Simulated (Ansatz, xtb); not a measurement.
**C5H8FN: which of two isomers lies lower**

We compare a, `C=C(F)/C=C(/C)N`, a singlet, with b, `C=C(N)CC(=C)F`, a singlet. Both are isolated molecules in the gas phase, relaxed with PBE0-D3(BJ)/def2-SVP; the shapes shown needn't be the lowest conformers.

a (Å):

```yaml
atoms:
  - { symbol: C, position_ang: [1.3706, -0.7933, 1.2916] }
  - { symbol: C, position_ang: [0.3694, -1.5671, 0.8502] }
  - { symbol: C, position_ang: [0.0186, -1.8593, -0.5181] }
  - { symbol: C, position_ang: [-0.9810, -2.6691, -0.9698] }
  - { symbol: C, position_ang: [-1.2125, -2.8378, -2.4412] }
  - { symbol: F, position_ang: [-0.4281, -2.1483, 1.7809] }
  - { symbol: N, position_ang: [-1.8111, -3.4157, -0.1838] }
  - { symbol: H, position_ang: [2.0368, -0.3056, 0.5812] }
  - { symbol: H, position_ang: [1.5247, -0.6465, 2.3606] }
  - { symbol: H, position_ang: [0.6418, -1.3693, -1.2664] }
  - { symbol: H, position_ang: [-1.1132, -3.8975, -2.7283] }
  - { symbol: H, position_ang: [-2.2338, -2.5197, -2.7121] }
  - { symbol: H, position_ang: [-0.5023, -2.2472, -3.0314] }
  - { symbol: H, position_ang: [-2.6708, -3.7585, -0.5862] }
  - { symbol: H, position_ang: [-1.8052, -3.2518, 0.8130] }
```

b (Å):

```xyz
15

C    -1.3242   -2.9355   -1.0831
C    -0.5750   -2.2326   -0.2148
C    -0.3917   -0.7400   -0.3734
C     1.0194   -0.3272   -0.6342
C     1.5357    0.1914   -1.7427
F     1.8207   -0.5360    0.4323
N     0.0279   -2.7622    0.9102
H    -1.4653   -4.0137   -0.9718
H    -1.8313   -2.4386   -1.9098
H     0.0990   -3.7717    0.9369
H     0.8717   -2.2945    1.2182
H    -1.0222   -0.3801   -1.1948
H    -0.7263   -0.2410    0.5543
H     0.9014    0.3586   -2.6126
H     2.5939    0.4518   -1.7941
```

Question: Which of the two would you expect CCSD(T)/def2-SVP + ΔMP2/def2-TZVPP electronic energies to favour?

Answer: Structure a; the calculation gives E(b) − E(a) = +24.0 kJ/mol.

Level by level:

```csv
level,geometry,E(b) − E(a) (kJ/mol),departure from the last row (kJ/mol),"job, with rough time for the two"
GFN2-xTB,GFN2-xTB,+34.3,+10.2,"optimisation, 0.64 s"
HF/STO-3G,GFN2-xTB,+25.5,+1.5,"single point, 2.2 s"
r2SCAN-D4/def2-SVP,GFN2-xTB,+44.8,+20.8,"single point, 14 s"
PBE0-D3(BJ)/def2-SVP,PBE0-D3(BJ)/def2-SVP,+37.6,+13.6,"optimisation, 3.2 min"
HF/def2-SVP,PBE0-D3(BJ)/def2-SVP,+27.9,+3.8,part of the CCSD(T) run
MP2/def2-SVP,PBE0-D3(BJ)/def2-SVP,+27.6,+3.5,part of the CCSD(T) run
CCSD(T)/def2-SVP,PBE0-D3(BJ)/def2-SVP,+24.1,0.0,single point
CCSD(T)/def2-SVP + ΔMP2/def2-TZVPP,PBE0-D3(BJ)/def2-SVP,+24.0,,"single point, 3.6 min"
```

As drawn, both hold the same kinds of bond in the same numbers. Structure a has 1 methyl group, b 0.

None of the levels shown reverses the order. The largest departure from CCSD(T)/def2-SVP + ΔMP2/def2-TZVPP is that of r2SCAN-D4/def2-SVP, 20.8 kJ/mol. The last row adds to CCSD(T) the change of the MP2 difference between the two basis sets, here 0.0 kJ/mol.

With thermal terms from frequencies at re-optimised GFN2-xTB minima (ideal gas, soft modes damped towards free rotors, one conformer each, 298.15 K, 1 atm): the zero-point term adds +1.0 kJ/mol; ΔH is +24.1 and ΔG +25.7 kJ/mol.

The correlated steps freeze 7 core orbitals. Programs: Ansatz 0.2.0, xtb 6.7.1; the last row on 2 threads of Intel(R) Xeon(R) Processor @ 2.50GHz (Skylake/Cascade Lake) on a shared host.
